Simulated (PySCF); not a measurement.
Excited states between 380 and 750 nm. Vertical TDDFT excitations of isolated species (PySCF; the level stands beside each; core orbitals frozen in the response), one conformer each, no solvent. Atoms past krypton carry core potentials; spin–orbit coupling is left out. Ions are computed without counter-ions or solvent.

1. `C[SiH2][Si@]1(O)CN[SiH2]1`
2. `C(=O)[Si@H](N)C[SiH2][SiH3]`
3. `c1cc(ncn1)C([O-])=O`
4. `C=[P@](C)(/C=C/C)CP`
5. `[NH2][Ta]([NH2])([NH2])=[S]`
6. `BC(C)(C)CC`

Question: For which of them does the calculation put a singlet between 380 and 750 nm?

Answer: 2 and 3.

1. (CAM-B3LYP/def2-SVPD on a GFN2-xTB geometry) 241 nm (f 0.003); 224 nm (f 0.080); 221 nm (f 0.006); 206 nm (f 0.001); 206 nm (f 0.027).
2. (PBE0/def2-SVPD on a GFN2-xTB geometry) 385 nm (f 0.001); 255 nm (f 0.010); 214 nm (f 0.022); 209 nm (f 0.007); 202 nm (f 0.009). S1 lies in the visible range (380 to 750 nm), at 385 nm, f = 0.0009; light of that wavelength is violet, and its complementary colour is yellow-green; a Tamm–Dancoff triplet lies at 497 nm, without intensity as long as spin–orbit coupling is left out.
3. (PBE0/def2-SVPD on a GFN2-xTB geometry) 386 nm (f 0.000); 376 nm (f 0.000); 321 nm (f 0.000); 315 nm (f 0.000); 309 nm (f 0.008). S1 lies in the visible range (380 to 750 nm), at 386 nm, dark in the vertical dipole picture (f under 0.0005); light of that wavelength is violet, and its complementary colour is yellow-green; a Tamm–Dancoff triplet lies at 427 nm, without intensity as long as spin–orbit coupling is left out.
4. (B3LYP/def2-SVPD on a PBE0-D3(BJ)/def2-SVP geometry) 359 nm (f 0.081); 306 nm (f 0.021); 273 nm (f 0.001); 258 nm (f 0.037); 247 nm (f 0.011). No computed singlet lies in the visible range (380 to 750 nm); the lowest, at 359 nm, stands 0.19 eV above its violet end (3.26 eV); a Tamm–Dancoff triplet lies at 427 nm, without intensity as long as spin–orbit coupling is left out.
5. (CAM-B3LYP/def2-SVPD on a PBE0-D3(BJ)/def2-SVP geometry) 271 nm (f 0.000); 258 nm (f 0.000 summed over 2 states); 244 nm (f 0.000); 239 nm (f 0.023 summed over 2 states); 235 nm (f 0.057 summed over 2 states).
6. (wB97X-D/def2-SVPD on a PBE0-D3(BJ)/def2-SVP geometry) 226 nm (f 0.005); 205 nm (f 0.001); 173 nm (f 0.005); 168 nm (f 0.003); 151 nm (f 0.040).
